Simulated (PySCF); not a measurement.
**How methods differ on the ionisation energy of Rh⁷⁺**

Rh⁷⁺ [Kr] 4d2 (3F) → Rh⁸⁺ [Kr] 4d1 (2D), as a difference of total energies. All numbers are calculated (PySCF 2.14, scalar relativity by spin-free X2C-1e, in an uncontracted even-tempered set (21 s from 0.18 bohr⁻², ratio 2.5; 15 p from 0.23 bohr⁻², ratio 2.5; 11 d from 0.23 bohr⁻², ratio 2.5; 5 f from 0.98 bohr⁻², ratio 2.7; 4 g from 1.5 bohr⁻², ratio 2.7)). Correlated levels: outer shells: [Ar] 3d10 frozen; virtual orbitals above 40 to 60 times the deepest correlated orbital energy dropped. The calculations carry no spin-orbit coupling.

```
                method  ionisation energy (eV)
                   UHF                  115.81
                B2PLYP                  116.60
                  PW91                  116.86
    MP2 (outer shells)                  116.33
SCS-MP2 (outer shells)                  116.29
```

Task: How much does correlation contribute at MP2 (outer shells)?

Result: 116.33 − (115.81) = 0.52 eV, measured against UHF.

The reference lies between the lowest fine-structure levels, while these numbers refer to the centres of the terms.

For comparison: 115.1 ± 2.1 eV (theoretical estimate listed by NIST; NIST Atomic Spectra Database, ionization energies).
